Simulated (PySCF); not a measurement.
# Dipole polarisabilities along group 4, charge +2

Calculated with PySCF 2.14 for the ground configurations, without spin-orbit coupling: coupled response for Hartree-Fock and DFT. Mean α in bohr³, C₆ of like pairs in atomic units.

```tsv
species	α UHF	α PBE	α PBE0	C₆ UHF	C₆ PBE	C₆ PBE0
Ti²⁺ [Ar] 3d2 (aug-cc-pwCVTZ-DK, spin-free X2C)	4.308	5.299	4.907	13.14	15.85	14.78
Zr²⁺ [Kr] 4d2 (aug-cc-pwCVTZ-PP with ECP28MDF, ECP)	11.28	12.89	12.21	55.88	63.40	60.20
Hf²⁺ [Xe] 4f14 5d2 (aug-cc-pwCVTZ-PP with ECP60MDF, ECP)	14.06	15.59	14.84	69.73	77.05	73.49
```
